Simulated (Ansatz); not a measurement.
Basis-set extrapolation for F2HSSi (`F[SiH](F)[S]`) radical (PBE0-D4/def2-TZVP geometry, frozen core, Ansatz). Multiplicity 2, UHF reference.

|  | def2-TZVPP | def2-QZVPP |
| --- | --- | --- |
| HF | -886.187865 | -886.218352 |
| MP2 correlation | -0.751727 | -0.824443 |
| CCSD(T) correlation | -0.804873 | not run |

Energies in hartree. Use E(X) = E(∞) + A·exp(−7.88·√X) for Hartree–Fock and E(X) = E(∞) + B·X^(−2.97) for correlation, with X = 3 and 4, and add CCSD(T) minus MP2 of the smaller set to the MP2 limit.

Question: What is the CCSD(T) energy at the basis-set limit?

Answer: HF limit: -886.218352 + (-0.030487) × 0.13774 = -886.22255. MP2 limit: -0.824443 + (-0.072716) × 0.74074 = -0.87831. Higher-order term: -0.804873 − (-0.751727) = -0.05315. Total: -887.15401 hartree, 4.39 eV below CCSD(T)/def2-TZVPP.
